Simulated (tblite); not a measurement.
Species: C6H8NPS2.
Z-matrix (Å and degrees, GFN2-xTB geometry), rows numbered from 1:
```
C 
S   1  1.8113
C   2  1.7637  1  101.38
C   3  1.3860  2  116.79  1  -179.91
P   4  1.7300  3  123.21  2  -179.92
C   5  1.7300  4   99.31  3    -0.04
C   6  1.3860  5  123.19  4    -0.03
S   7  1.7638  6  116.81  5  -179.91
C   8  1.8112  7  101.37  6  -179.96
N   3  1.3208  2  116.27  1     0.06
H   1  1.0849  2  109.09  3   -60.70
H   1  1.0851  2  106.45  3   179.83
H   1  1.0850  2  109.07  3    60.35
H   4  1.0808  3  117.95  2     0.05
H   6  1.0809  5  118.86  4   179.94
H   9  1.0849  8  109.11  7   -60.74
H   9  1.0851  8  106.48  7   179.70
H   9  1.0848  8  109.04  7    60.24
```

Computed with GFN2-xTB (tblite): harmonic, unscaled wavenumbers at the GFN2-xTB geometry, gas phase. The method is semi-empirical: single wavenumbers can be off by several per cent or more. One conformer, not necessarily the lowest.

Harmonic wavenumbers (cm⁻¹): 39.2, 72.7, 83.3, 124.2, 128.0, 147.8, 165.7, 178.4, 251.4, 280.6, 286.4, 388.4, 423.4, 451.4, 511.4, 631.5, 737.2, 739.1, 758.6, 766.7, 798.0, 891.4, 903.2, 943.9, 948.1, 948.5, 953.7, 961.3, 1070.8, 1134.7, 1287.9, 1299.6, 1302.8, 1314.6, 1424.2, 1427.9, 1428.7, 1435.1, 1446.4, 1511.5, 3040.9, 3044.0, 3048.3, 3050.0, 3061.5, 3062.7, 3066.1, 3066.3.

A = 952.4, B = 798.4, C = 436.7 MHz; mass 188.984 u (most abundant isotopes); point group C2v, symmetry number 2.

Question: What is the zero-point energy?

Answer: Half the sum of the wavenumbers: 27519 cm⁻¹ = 329.20 kJ/mol.

Question: Give the ideal-gas entropy at 298.15 K and 1 bar in the rigid-rotor, harmonic-oscillator model (classical rotation).

Answer: Translation 174.23, rotation 124.98, vibration 157.21: S = 456.4 J/(mol K).

Question: And Cp and H(298.15 K) − H(0)?

Answer: Cp = 181.89 J/(mol K), of which vibrations give 148.63 (their classical limit is 48 R = 399.1); H(298.15 K) − H(0) = 33.96 kJ/mol without the zero-point energy, 24.05 from vibrations.

Question: How do the functions run with temperature in this model?

Answer: 
```tsv
T (K)	S (J/(mol K))	Cp (J/(mol K))	H − H(0) (kJ/mol)	G − H(0) (kJ/mol)	ln q(vib)
50	257.4	63.8	2.25	-10.62	0.70
100	312.2	95.7	6.29	-24.93	2.36
373.15	500.5	211.7	48.74	-138.02	11.60
500	568.5	253.3	78.35	-205.91	15.47
750	682.5	307.9	149.10	-362.78	22.50
1000	776.1	342.0	230.63	-545.46	28.78
```

q(vib) and H(0) count from the zero-point level.

Question: What must be added to the electronic energy to get the Gibbs energy at 298.15 K and 1 bar?

Answer: ZPE + [H(298.15 K) − H(0)] − T·S = 329.20 + 33.96 − 136.08 = 227.08 kJ/mol.

Question: Blend soft modes into free rotors: weight 1/[1 + (100 cm⁻¹/ν̃)⁴] for the oscillator and the rest for a rotor with moment μB/(μ + B), μ = h/(8π²ν), B = 10⁻⁴⁴ kg m². What vibrational entropy results?

Answer: 144.79 J/(mol K) in place of 157.21, which changes −T·S at 298.15 K by +3.70 kJ/mol.

Hindered rotation and anharmonicity are outside this model. Other conformers, if any are populated, would add a mixing term that is left out.
